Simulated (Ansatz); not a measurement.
`[OH][Ge]([F])([F])[SH]` from Hartree–Fock to CCSD(T)

Cartesian coordinates in Å:
```
O -1.0834 -0.1465 -0.9870
Ge 0.3913 -0.1719 -0.0557
F 1.3257 -1.5725 -0.3853
F 1.3772 1.1118 -0.6421
S -0.0090 -0.1044 2.0753
H -0.9452 0.1665 -1.8865
H -1.0566 0.7169 1.8814
```

Charge 0, multiplicity 1. Correlated methods include outer-core shells of Ge, which these sets cover unevenly. Scalar relativity is left out up to krypton. The structure was optimised at the PBE0-D4/def2-TZVP level. It is one conformer, not always the lowest. Frozen core, restricted reference, Ansatz.

```
     basis      HF (Eh)  MP2 corr.
  def2-SVP  -2747.32332   -0.91323
def2-TZVPP  -2748.09106   -1.16141
def2-QZVPP  -2748.15795   -1.50835
```

Estimate the CCSD correlation energy and the (T) correction in each basis where they were run (hartree).


| basis | CCSD corr. | (T) |
| --- | --- | --- |
| def2-SVP | -0.92696 | -0.02031 |
| def2-TZVPP | -1.17302 | -0.04155 |
